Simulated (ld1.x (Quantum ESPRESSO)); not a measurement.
## Lu: one change to a TM potential, before and after

- Element: Lu
- Generator: ld1.x (Quantum ESPRESSO) 7.5
- Type: norm-conserving Troullier–Martins (Kleinman–Bylander form)
- Functional: LDA (PZ)
- Relativity: scalar-relativistic
- Frozen core: [Kr] 4d10 4f14
- Valence charge: 11
- Reference configuration: 5s2 5p6 5d1 6s2 6p0
- Partial waves: 5s (bound): rc 1.20 bohr; 5p (bound): rc 1.95 bohr; 5d (bound): rc 2.95 bohr
- Local potential: all-electron potential smoothed inside 1.20 bohr (lloc = -2)
- Core correction: none

Occupied shells without a wave of their own: 6s. They enter only through the test configuration that unscreens the potential.

All-electron outer shells of the reference configuration (LDA (PZ), scalar-relativistic, ld1.x):

| shell | level (eV) | outermost node (bohr) | outermost maximum (bohr) |
| --- | --- | --- | --- |
| 4d | -191.71 | 0.23 | 0.48 |
| 5s | -61.19 | 0.57 | 1.04 |
| 5p | -31.78 | 0.61 | 1.19 |
| 4f | -9.81 | – | 0.47 |
| 6s | -4.81 | 1.41 | 3.00 |
| 5d | -1.92 | 0.68 | 1.84 |
| 6p | -1.40 | 1.73 | 4.32 |

Change: wave 5d (bound): rc 2.95 bohr becomes 5d (bound): rc 1.88 bohr.

Cutoffs: the cutoffs (Ry, on a coarse ladder) from which the occupation-weighted sum of valence levels, in a spherical-Bessel basis at the reference potential, stays within 10 and 1 mRy of its value at 400 Ry; they do not see the model core or the augmentation charge, which bear on the density cutoff. Errors are all-electron minus pseudo energies relative to the spin-unpolarised reference configuration.

Problem. Predict the effect on cutoff, ghosts and configuration errors.

Solution. The potential gets neither clearly harder nor softer (90 Ry and 160 Ry → 90 Ry and 160 Ry); the s channel sets the loose cutoff, while the largest relative change is in d, which becomes harder; of the 7 tests that both files solve, the error grows in 1 and shrinks in 0 by more than 15 % and 0.3 meV (median size 133.1 → 132.5 meV); neither file shows a bound ghost.

```tsv
quantity	base	changed
cutoff, loose	90 Ry	90 Ry
cutoff, tight	160 Ry	160 Ry
loose cutoff by channel (10 mRy a level)	s 80 Ry, p 15 Ry, d 15 Ry	s 80 Ry, p 15 Ry, d 18 Ry
bound ghosts	none	none
largest miss of a reference level, eV	0.09	0.09
error for 5s2 5p6 5d1 6s1 6p0, meV [ΔE 7.58 eV]	-122	-121
error for 5s2 5p6 5d1 6s0 6p0, meV [ΔE 21.15 eV]	-304	-302
error for 5s2 5p6 5d0 6s0 6p0, meV [ΔE 41.37 eV]	-470	-488
error for 5s2 5p6 5d1 6s1.5 6p0, meV [ΔE 3.08 eV]	-54	-54
error for 5s2 5p6 5d1 6s0 6p2, meV [ΔE 7.27 eV]	-133	-132
error for 5s2 5p6 5d0 6s2 6p0, meV [ΔE 5.49 eV]	-5.0	-13
error for 5s2 5p5 5d1 6s2 6p0, meV [ΔE 37.23 eV]	-252	-229
```

Base: The 6s level has no wave, so the channel is fitted at the deeper level alone: the likely source of the large errors. Changed file: The 6s level has no wave, so the channel is fitted at the deeper level alone: the likely source of the large errors.
